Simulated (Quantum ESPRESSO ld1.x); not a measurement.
Values are calculated unless marked as measured or tabulated.
One sound ld1.x (Quantum ESPRESSO 7.5) input for the osmium ion Os3+ gives E = -17241.948 hartree in 31 iterations:

```
 &input
    zed=76.0,
    iswitch=1,
    rel=1,
    dft='PW',
    config='[Xe] 4f14 5d5',
    verbosity='high',
    prefix='ld1',
    max_out_wfc=37,
    file_charge='ld1.rho',
 /
```

Changed or added lines, one case at a time, and what came of them:

- dft='LDA+U': refused. The program stops in set_dft_from_name with "LDA+U: unrecognized dft": the name is not a functional that the program knows.
- rel=3: refused. The program stops in ld1_readin with "wrong rel": rel takes 0, 1 or 2.
- dft='R2SCAN': refused. The program stops in set_dft_from_name with "libxc needed for this functional": this build has no Libxc.
- config='[Xe] 4f14 5d5 6p4': not converged. The string holds 77 electrons for Z = 76, so the species has charge -1 and is not the one meant. The extra electrons are not bound, and the cycle does not converge.
- config='[Xe] 4f14 5d5 8s1': refused. The program stops in el_config with "wrong main quantum number": the config string takes n from 1 to 7 alone.
- lsd=1 dft='BLYP': silently wrong. The run ends normally, but in this build (ld1.x 7.5) Etot and Exc of a spin-polarised run lack the gradient corrections of exchange and correlation and come out near their LSDA values (nitrogen, PBE: -54.132 hartree against -54.536 from two other codes). The eigenvalues and orbitals are those of the GGA; the energies must not be used.
- zed=104.0: refused. The program stops in ld1_readin with "wrong nuclear charge zed: 104.00": zed must lie above 0 and at most 103.
